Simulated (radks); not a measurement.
Values are calculated unless marked as measured or tabulated.
In5+, configuration [Kr] 4d8 (the NIST ground configuration). Level of theory: Dirac Kohn-Sham, PBE, spin-unpolarised, spherical densities, finite nucleus; open shells fill j = l - 1/2 first; Fermi nuclear charge, rms radius 4.6156 fm (a radial shooting solver on a logarithmic mesh with Libxc functionals). Some entries of the table are withheld. Estimate them.

orbital,occ.,eigenvalue (eV),<r> (bohr)
1s1/2,2,-27805.98,(1)
2s1/2,2,-4222.528,0.1281
2p1/2,2,-3942.585,0.1085
2p3/2,4,-3731.709,0.1137
3s1/2,2,-858.0749,0.3482
3p1/2,2,-745.1135,(2)
3p3/2,4,-706.9900,(3)
3d3/2,4,-507.2754,(4)
3d5/2,6,-499.4605,(5)
4s1/2,2,-187.4484,0.8387
4p1/2,2,(6),0.8848
4p3/2,4,(7),0.9120
4d3/2,4,-84.0189,1.067
4d5/2,4,-83.0067,1.078

Answer. 
(1) 1s1/2 <r> (bohr): 0.02971
(2) 3p1/2 <r> (bohr): 0.3393
(3) 3p3/2 <r> (bohr): 0.3503
(4) 3d3/2 <r> (bohr): 0.3220
(5) 3d5/2 <r> (bohr): 0.3256
(6) 4p1/2 eigenvalue (eV): -150.0770
(7) 4p3/2 eigenvalue (eV): -143.1634
